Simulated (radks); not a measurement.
Exchange energies: the exact (Fock) value of the Kohn-Sham orbitals and density-functional approximations, in hartree. Species: Li2+ 1s1; Bi [Hg] 6p3; Ge3+ [Ar] 3d10 4s1; Tc13+ [Ar] 3d10 4s2. Calculated with a radial shooting solver on a logarithmic mesh with Libxc functionals: non-relativistic Kohn-Sham, r2SCAN, spin-polarised, spherical densities, point nucleus; meta-GGA in the generalised Kohn-Sham scheme. Every spin shell is full or empty, so the densities are truly spherical. Functionals are evaluated on that one density, not self-consistently.

functional       Li2+        Bi      Ge3+     Tc13+
exact       -0.935491  -366.194  -76.6647  -115.974
LDA          -0.80268   -352.40   -72.266   -109.63
PBE          -0.91653   -364.84   -76.429   -115.44
revPBE       -0.93023   -365.14   -76.599   -115.67
B86b         -0.92541   -366.08   -76.811   -115.97
EV93         -0.97088   -364.18   -76.877   -115.96
MS2          -0.93592   -363.67   -76.439   -115.35
Tao-Mo       -0.93595   -363.06   -76.270   -115.07
MVS          -0.93586   -366.45   -76.748   -115.94
